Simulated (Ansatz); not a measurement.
Calculated with Ansatz (gas phase, PBE0-D4/def2-TZVP geometries, no zero-point term in ΔE). CCSD(T)/CBS is the MP2 limit (def2-TZVPP, def2-QZVPP) plus CCSD(T) − MP2 in def2-TZVPP, frozen cores. This one scheme is used for every species. DFT in def2-TZVPP. B3LYP here is the variant with VWN-RPA as its local correlation; programs differ in this. Each species was taken in one conformer, which may not be the lowest.

Consider the ligand exchange at the Si–S bond: `CS[SiH](O)F` + `N[SiH](O)Cl` → `O[Si@H](F)N[Si@H](O)Cl` + CH₃SH.

`CS[SiH](O)F`:

Cartesian coordinates in Å:
```
C -1.419 0.513 -1.021
S -0.838 0.624 0.700
Si 0.885 -0.588 0.572
O 1.784 -0.376 1.909
F 1.682 -0.173 -0.750
H -2.308 1.138 -1.087
H -1.689 -0.511 -1.278
H -0.663 0.886 -1.710
H 0.622 -2.033 0.450
H 1.943 0.519 2.215
```

`N[SiH](O)Cl`:

```xyz
8

N    -1.055    0.253    0.529
Si    0.350    0.147   -0.422
O     1.609   -0.418    0.447
Cl   -0.170   -1.105   -1.970
H    -1.963    0.103    0.123
H    -1.092    0.839    1.347
H     0.865    1.395   -1.015
H     1.455   -1.214    0.962
```

`O[Si@H](F)N[Si@H](O)Cl`:

Cartesian coordinates in Å:
```
O 1.018 1.291 0.895
Si 0.177 1.375 -0.515
F -1.072 2.328 -0.242
N -0.252 -0.216 -0.919
Si -0.546 -1.582 0.093
O -0.190 -1.190 1.625
Cl 0.609 -3.126 -0.624
H 1.054 2.083 1.434
H 0.930 2.005 -1.614
H -0.254 -0.411 -1.912
H -1.932 -2.074 0.046
H 0.458 -0.483 1.733
```

CH₃SH:

Cartesian coordinates in Å:
```
C 0.409 0.267 -0.054
S -0.664 -1.161 -0.322
H -0.043 1.183 -0.432
H 1.321 0.071 -0.618
H 0.670 0.379 0.998
H -1.693 -0.738 0.428
```

```tsv
level	ΔE (kJ/mol)	difference from CCSD(T)/CBS
PBE-D4	-12.1	9.8
r2SCAN-D4	-17.9	4.0
PBE0-D4	-16.5	5.4
B3LYP-D4	-23.5	-1.6
ωB97X-V	-21.2	0.7
ωB97M-V	-22.5	-0.6
B2PLYP	-21.8	0.1
PBE	-9.4	12.5
r2SCAN	-16.8	5.1
PBE0	-14.0	7.9
B3LYP	-19.5	2.4
HF/def2-TZVPP	-28.2	-6.3
MP2/def2-TZVPP	-23.0	-1.1
SCS-MP2/def2-TZVPP	-25.1	-3.2
CCSD/def2-TZVPP	-27.9	-6.0
CCSD(T)/def2-TZVPP	-26.6	-4.7
HF/def2-QZVPP	-29.0	-7.1
MP2/def2-QZVPP	-20.5	1.4
SCS-MP2/def2-QZVPP	-22.6	-0.7
HF/CBS(def2)	-29.1	-7.2
MP2/CBS(def2)	-18.2	3.7
CCSD/CBS(def2)	-23.1	-1.2
CCSD(T)/CBS	-21.9	0
```

Largest T1 diagnostic among the species: 0.011.

The D4 term adds −4.0 kJ/mol with B3LYP and −2.5 kJ/mol with PBE0; it sums over pairs of atoms, weighted by their polarisabilities, and B3LYP, whose exchange is more repulsive, gets the larger term. From PBE to PBE0 (25 % exact exchange), in def2-TZVPP and without D4, ΔE moves by −4.6 kJ/mol.
